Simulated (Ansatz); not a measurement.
Basis sets compared for 1-ethyl-3-methylimidazolium iodide, `CCn1cc[n+](C)c1.[I-]`. Charge 0, multiplicity 1. Geometry PBE-D4/def2-SVP. Ansatz on 4 threads of Arm Neoverse V2 on a shared host; times are rough, and most runs start from earlier orbitals.

```xyz
20

C    -1.2498    2.2141   -1.1090
C    -0.4846    1.0368   -1.7068
N     0.2745    0.2899   -0.6997
C     1.2952    0.7972    0.0930
C     1.6227   -0.1736    1.0041
N     0.8081   -1.2694    0.7551
C     0.6315   -2.4259    1.6147
C    -0.0813   -0.9297   -0.2176
H    -1.8463    2.7091   -1.9006
H    -0.5631    2.9703   -0.6781
H    -1.9328    1.8516   -0.3126
H    -1.1874    0.3150   -2.1662
H     0.2236    1.3612   -2.4986
H     1.7093    1.7973   -0.0608
H     2.3725   -0.1813    1.8000
H     1.4609   -2.4690    2.3428
H     0.6251   -3.3564    1.0151
H    -0.3503   -2.3143    2.1336
H    -0.7459   -1.6303   -0.7272
I    -2.5820   -0.5928    1.3190
```

In the def2 sets I takes a core potential; there is no spin–orbit coupling. In the singlet geometry the species has come apart into loosely held pieces.

Binding counts from free atoms (C triplet, N quartet, H doublet, I doublet) in the same basis, without a counterpoise term.

| level | functions | energy (Eh) | HOMO (eV) | LUMO (eV) | binding per atom (eV) | wall time |
| --- | --- | --- | --- | --- | --- | --- |
| PBE-D4/def2-SVP | 193 | -641.7861 | -4.05 | -1.44 | 4.36 | 2.9 s |
| PBE0-D4/def2-SVP | 193 | -641.8477 | -5.06 | -0.64 | 4.27 | 4.8 s |

Task: Estimate the rows for PBE-D4/def2-TZVP (with forces), PBE0-D4/def2-TZVP.

Result: 
| level | functions | energy (Eh) | HOMO (eV) | LUMO (eV) | binding per atom (eV) | wall time |
| --- | --- | --- | --- | --- | --- | --- |
| PBE-D4/def2-TZVP (with forces) | 364 | -642.1651 | -4.33 | -1.62 | 4.30 | 6.5 s |
| PBE0-D4/def2-TZVP | 364 | -642.2200 | -5.25 | -0.78 | 4.21 | 12 s |
